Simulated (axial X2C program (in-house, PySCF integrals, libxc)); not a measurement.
**Spin–orbit effects along a row: molecules with Li, PBE0**

All values come from calculations with an in-house all-electron X2C program for linear molecules (integrals from PySCF), spin-free (one-electron X2C) or two-component (2c: spin–orbit coupling with atomic mean-field Coulomb and Gaunt terms, which also bring small scalar terms), in Dyall basis sets with cores contracted in-house; open shells are unrestricted.

Basis sets: Ag dyall-cv3z, Cd dyall-cv3z, In dyall-cv3z, Li dyall-cv3z, Mo dyall-cv3z, Nb dyall-cv3z, Pd dyall-cv3z, Rb dyall-cv3z, Rh dyall-cv3z, Ru dyall-cv3z, Sr dyall-cv3z, Tc dyall-cv3z, Zr dyall-cv3z.

```csv
molecule,spin-free state,Re (Å),ωe (cm⁻¹),De (eV),2c state,Re 2c (Å),ωe 2c (cm⁻¹),De 2c (eV)
LiRb,"M_S = 0, Λ = 0",3.525,190.8,0.62,Ω = 0,3.524,190.8,0.62
LiSr,"M_S = 1/2, Λ = 0",3.602,178.8,0.35,Ω = 1/2,3.602,178.8,0.35
LiZr,"M_S = 3/2, Λ = 3",2.917,282.7,0.84,Ω = 3/2,2.919,281.7,n/a
LiNb,"M_S = 2, Λ = 2",2.751,294.1,0.81,Ω = 1,2.887,283.6,n/a
LiMo,"M_S = 5/2, Λ = 0",2.778,283.4,0.79,Ω = 5/2,2.778,283.3,0.79
LiTc,"M_S = 2, Λ = 0",2.610,338.6,1.16,Ω = 3,2.565,344.7,1.19
LiRu,"M_S = 3/2, Λ = 0",2.437,371.6,1.45,Ω = 3/2,2.438,371.3,n/a
LiRh,"M_S = 1, Λ = 2",2.387,366.7,1.56,Ω = 3,2.390,367.0,n/a
LiPd,"M_S = 1/2, Λ = 0",2.236,402.4,1.42,Ω = 1/2,2.238,400.6,1.42
LiAg,"M_S = 0, Λ = 0",2.402,365.6,1.62,Ω = 0,2.402,365.5,1.62
LiCd,"M_S = 1/2, Λ = 0",3.037,161.0,0.19,Ω = 1/2,3.035,161.4,0.19
LiIn,"M_S = 0, Λ = 0",3.001,267.1,0.88,Ω = 0,2.990,264.7,n/a
```

Q: Work out the shifts from the spin-free to the two-component result.

A: 

| molecule | 2c state | ΔRe (Å) | Δωe (cm⁻¹) | ΔDe (eV) |
| --- | --- | --- | --- | --- |
| LiRb | Ω = 0 | -0.001 | 0.0 | 0.00 |
| LiSr | Ω = 1/2 | 0.000 | 0.0 | 0.00 |
| LiZr | Ω = 3/2 | 0.002 | -1.0 | n/a |
| LiNb | Ω = 1 | other state | other state | n/a |
| LiMo | Ω = 5/2 | 0.000 | -0.1 | 0.00 |
| LiTc | Ω = 3 | other state | other state | n/a |
| LiRu | Ω = 3/2 | 0.001 | -0.3 | n/a |
| LiRh | Ω = 3 | 0.003 | 0.3 | n/a |
| LiPd | Ω = 1/2 | 0.002 | -1.8 | 0.00 |
| LiAg | Ω = 0 | 0.000 | -0.1 | 0.00 |
| LiCd | Ω = 1/2 | -0.002 | 0.4 | 0.00 |
| LiIn | Ω = 0 | -0.011 | -2.4 | n/a |

Shifts of one unit in the last digit are rounding.

Each entry is the lowest single determinant of a limited PBE0 search at one distance. De goes to single-determinant-based atoms at the same level (for ions the charge split of lowest energy) and is withheld (n/a) where an atom does not fit its ground term or J level. Main or longest-lived isotopes. One determinant is a doubtful description, or other states lie close, for LiZr, LiNb, LiMo, LiTc, LiRu, LiRh, LiIn; these need not be ground states, and all values refer to the states named. Some open-shell Ω = 0 determinants are out of reach, so the Ω given for LiNb, LiTc need not be the lowest component. With several unpaired electrons the Ω given is that of one determinant, not necessarily of the lowest component. The functionals have no current term, which raises determinants with orbital currents. Where the atoms have a lower orbital projection than the molecule, De at mean-field level may be about a tenth of an eV too small. The lowest determinant changes configuration between the Hamiltonians for LiNb, LiTc, so two states are compared there.
